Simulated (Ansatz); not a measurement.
Relaxation of Cu₄S₂ with RKS r2SCAN-D4/def2-SVP.

```sh
$ ansatz run in.yaml --threads 4 --pin off --events-out ev --progress --plain --max-ram 4787MiB
```

```yaml
crystal:
  periodic: [false, false, false]
  atoms:
    - {symbol: Cu, position_ang: [-0.886840, 1.023220, -0.633630]}
    - {symbol: Cu, position_ang: [-1.032940, -1.140810, 0.535720]}
    - {symbol: Cu, position_ang: [0.913870, 0.255080, 0.883230]}
    - {symbol: Cu, position_ang: [1.286690, 0.414090, -1.580260]}
    - {symbol: S, position_ang: [-1.199680, 0.937670, 1.533240]}
    - {symbol: S, position_ang: [0.918900, -1.489240, -0.738300]}
basis:
  gaussian: {orbitals: def2-SVP}
hamiltonian: {xc: r2scan, dispersion: d4}
scf: {lower_state_search: "off"}
output: {orbitals: {seedname: orbitals}}
relax: {f_tol: 0.02, max_steps: 100}
```

It took 58 s on 4 threads of Arm Neoverse V2 on a shared host.

Positions (Å) and forces (eV/Å) at steps 1, 2, 3, 4, 5, 6, 7, 8, 10 of 10:

```xyz
6
step=1 energy=-200204.2827 eV
Cu   -0.887    1.023   -0.634    0.326   -0.273    0.137
Cu   -1.033   -1.141    0.536    0.511    0.521   -0.184
Cu    0.914    0.255    0.883   -0.567   -0.206   -0.543
Cu    1.287    0.414   -1.580   -0.210    0.221    0.229
S    -1.200    0.938    1.533    0.096   -0.132    0.019
S     0.919   -1.489   -0.738   -0.155   -0.131    0.342
6
step=2 energy=-200204.3342 eV
Cu   -0.880    1.024   -0.628    0.170   -0.127    0.068
Cu   -1.014   -1.120    0.517    0.322    0.282   -0.141
Cu    0.897    0.251    0.861   -0.327   -0.133   -0.336
Cu    1.268    0.415   -1.565   -0.130    0.127    0.137
S    -1.197    0.936    1.540    0.052   -0.060    0.038
S     0.927   -1.506   -0.725   -0.087   -0.088    0.233
6
step=3 energy=-200204.3675 eV
Cu   -0.883    1.048   -0.617   -0.090    0.109    0.028
Cu   -0.981   -1.087    0.468   -0.037   -0.082   -0.075
Cu    0.871    0.244    0.821    0.079    0.024    0.076
Cu    1.227    0.407   -1.539   -0.005   -0.056   -0.056
S    -1.191    0.932    1.557    0.015    0.011   -0.017
S     0.956   -1.544   -0.690    0.038   -0.006    0.045
6
step=4 energy=-200204.4000 eV
Cu   -0.897    1.138   -0.583   -0.157    0.141    0.056
Cu   -0.964   -1.063    0.371    0.040   -0.028   -0.122
Cu    0.871    0.250    0.821    0.077   -0.005    0.102
Cu    1.142    0.346   -1.550   -0.012   -0.106   -0.051
S    -1.193    0.919    1.574    0.072   -0.052   -0.089
S     1.042   -1.591   -0.632   -0.020    0.051    0.104
6
step=5 energy=-200204.4266 eV
Cu   -0.917    1.188   -0.570   -0.133    0.147    0.061
Cu   -0.953   -1.040    0.307    0.013   -0.076   -0.140
Cu    0.874    0.254    0.816    0.147    0.019    0.167
Cu    1.096    0.313   -1.551   -0.052   -0.164   -0.046
S    -1.179    0.895    1.579   -0.022    0.043   -0.040
S     1.078   -1.611   -0.582    0.047    0.031   -0.002
6
step=6 energy=-200204.4969 eV
Cu   -0.965    1.340   -0.522    0.025   -0.021    0.134
Cu   -0.910   -0.981    0.126    0.115    0.004   -0.076
Cu    0.894    0.261    0.830    0.113   -0.021    0.120
Cu    0.945    0.199   -1.557   -0.122   -0.263    0.124
S    -1.162    0.848    1.589   -0.076    0.066   -0.165
S     1.197   -1.666   -0.465   -0.056    0.236   -0.137
6
step=7 energy=-200204.5120 eV
Cu   -0.874    1.443   -0.498   -0.175    0.069    0.193
Cu   -0.859   -0.974    0.092   -0.055    0.053   -0.128
Cu    0.909    0.237    0.893    0.064    0.097   -0.084
Cu    0.766    0.116   -1.586    0.175   -0.206   -0.015
S    -1.218    0.817    1.539    0.010   -0.026    0.005
S     1.276   -1.640   -0.440   -0.018    0.014    0.029
6
step=8 energy=-200204.5280 eV
Cu   -0.887    1.464   -0.453   -0.011    0.061   -0.038
Cu   -0.863   -0.943    0.036   -0.020   -0.058    0.050
Cu    0.914    0.277    0.856    0.019   -0.025    0.056
Cu    0.772    0.065   -1.592    0.010    0.025   -0.065
S    -1.222    0.788    1.558   -0.002   -0.005   -0.005
S     1.286   -1.650   -0.405    0.004    0.003    0.002
6
step=10 energy=-200204.5297 eV
Cu   -0.856    1.489   -0.446   -0.004    0.005    0.006
Cu   -0.861   -0.952    0.046   -0.003   -0.004    0.000
Cu    0.912    0.272    0.864    0.003    0.001    0.003
Cu    0.743    0.050   -1.612    0.004   -0.007   -0.003
S    -1.238    0.777    1.547   -0.003    0.005   -0.002
S     1.302   -1.636   -0.399    0.003    0.001   -0.005
```

The restricted singlet is unstable towards broken spin symmetry at other levels; at r2SCAN-D4/def2-SVP this wasn't settled. The structure comes from a short search, and lower isomers may exist.
